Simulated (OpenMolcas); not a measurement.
**Re4+ in a point-charge field**

Re4+ among 6 point charges of -1.5 e arranged as a tetragonal octahedron (D4h), 1.94 Å from the ion, with the axial distance 2.095 Å.
```
   1.9400    0.0000    0.0000  -1.50
   0.0000    1.9400    0.0000  -1.50
  -1.9400    0.0000    0.0000  -1.50
   0.0000   -1.9400    0.0000  -1.50
   0.0000    0.0000    2.0952  -1.50
   0.0000    0.0000   -2.0952  -1.50
```

| Item | Value |
| --- | --- |
| Program | OpenMolcas 26.06 |
| Method | SS-CASPT2, IPEA 0.25 Eh, imaginary shift 0.1 Eh (closed shells correlated: 5s 5p) |
| Basis | ANO-RCC-VDZP [7s6p4d2f1g] |
| Scalar Hamiltonian | DKH2, point nucleus |
| Active space | 3 electrons in 5 orbitals (5d) |
| State averaging | 2S+1 = 4 even, 10 roots; 2S+1 = 2 even, 40 roots |
| Spin-orbit coupling | RASSI with atomic mean-field integrals over the reference wave functions |

The lowest spin-free states (labels of D4, the rotations of D4h), above the lowest:

```
State  Degeneracy  E (cm-1)  Free-ion L (%)
  4B1           1         0         F (100)
   4E           2      9490          F (98)
  4B2           1     11750         F (100)
  4A2           1     13380          F (59)
  2A1           1     13780          G (67)
  2B1           1     14050          G (65)
   2E           2     14240          G (42)
  2A2           1     14530          G (44)
   4E           2     17800          F (92)
  2B2           1     19220          H (44)
   2E           2     20090          D (41)
  2A1           1     21960          G (98)
   2E           2     23710          H (49)
  2A2           1     25010          H (76)
   2E           2     25060          H (41)
  2B2           1     25110          G (67)
  2B1           1     25300          D (49)
   4E           2     26120          P (90)
  4A2           1     26480          P (59)
  2A1           1     27110          H (50)
```

The lowest levels with spin-orbit coupling:

```json
{"E (cm-1)": "0", "Degeneracy": "2", "Label": "E3/2", "2S+1": "4 (89 %)", "g": "0.21 1.91 1.91"}
{"E (cm-1)": "450", "Degeneracy": "2", "Label": "E1/2", "2S+1": "4", "g": "0.54 0.54 2.89"}
{"E (cm-1)": "8390", "Degeneracy": "2", "Label": "E3/2", "2S+1": "4 (75 %)", "g": "1.93 2.07 2.07"}
{"E (cm-1)": "8710", "Degeneracy": "2", "Label": "E1/2", "2S+1": "4 (74 %)", "g": "2.51 2.53 2.53"}
{"E (cm-1)": "10970", "Degeneracy": "2", "Label": "E3/2", "2S+1": "4 (77 %)", "g": "0.14 0.14 1.48"}
{"E (cm-1)": "12390", "Degeneracy": "2", "Label": "E3/2", "2S+1": "4 (84 %)", "g": "0.55 2.20 2.20"}
{"E (cm-1)": "12730", "Degeneracy": "2", "Label": "E1/2", "2S+1": "4 (63 %)", "g": "2.34 2.54 2.54"}
{"E (cm-1)": "13550", "Degeneracy": "2", "Label": "E3/2", "2S+1": "4 (54 %)", "g": "0.81 2.03 2.03"}
{"E (cm-1)": "14390", "Degeneracy": "2", "Label": "E1/2", "2S+1": "2 (63 %)", "g": "0.98 2.84 2.84"}
{"E (cm-1)": "14620", "Degeneracy": "2", "Label": "E1/2", "2S+1": "4 (70 %)", "g": "0.55 0.55 4.30"}
{"E (cm-1)": "15730", "Degeneracy": "2", "Label": "E1/2", "2S+1": "4 (63 %)", "g": "0.24 2.63 2.63"}
{"E (cm-1)": "16640", "Degeneracy": "2", "Label": "E3/2", "2S+1": "2 (59 %)", "g": "0.86 2.07 2.07"}
{"E (cm-1)": "17050", "Degeneracy": "2", "Label": "E3/2", "2S+1": "4 (65 %)", "g": "0.39 0.39 1.24"}
{"E (cm-1)": "18250", "Degeneracy": "2", "Label": "E1/2", "2S+1": "2 (59 %)", "g": "0.08 0.20 0.20"}
{"E (cm-1)": "20050", "Degeneracy": "2", "Label": "E1/2", "2S+1": "2 (52 %)", "g": "0.36 2.22 2.22"}
{"E (cm-1)": "20710", "Degeneracy": "2", "Label": "E1/2", "2S+1": "4 (62 %)", "g": "2.20 2.20 3.90"}
{"E (cm-1)": "21510", "Degeneracy": "2", "Label": "E3/2", "2S+1": "2 (52 %)", "g": "0.63 0.63 1.14"}
{"E (cm-1)": "23500", "Degeneracy": "2", "Label": "E3/2", "2S+1": "4 (60 %)", "g": "0.13 0.13 3.19"}
{"E (cm-1)": "23720", "Degeneracy": "2", "Label": "E1/2", "2S+1": "2 (58 %)", "g": "0.09 1.01 1.01"}
{"E (cm-1)": "25140", "Degeneracy": "2", "Label": "E3/2", "2S+1": "4 (51 %)", "g": "0.55 0.86 0.86"}
```

Powder χT (cm3 K/mol): 0.229 at 2 K, 0.232 at 10 K, 0.248 at 50 K, 0.267 at 100 K, 0.304 at 200 K, 0.335 at 300 K. The effective moment at 300 K is 2.828 √(χT) = 1.64 μB.

Spin-orbit coupling mixes the spin-free states strongly: the lowest level takes only 65 % from its leading state, 4B1. Free-ion shares, where given, are those of the reference states; single-state CASPT2 does not remix them. Point charges carry no covalency, so the field is a model and not that of real ligands. No measured value stands beside these numbers.

The CASPT2 steps took 5.1 s on 1 thread of Intel(R) Xeon(R) Platinum 8559C (Emerald Rapids), with other jobs on the host; the integral step is not counted.
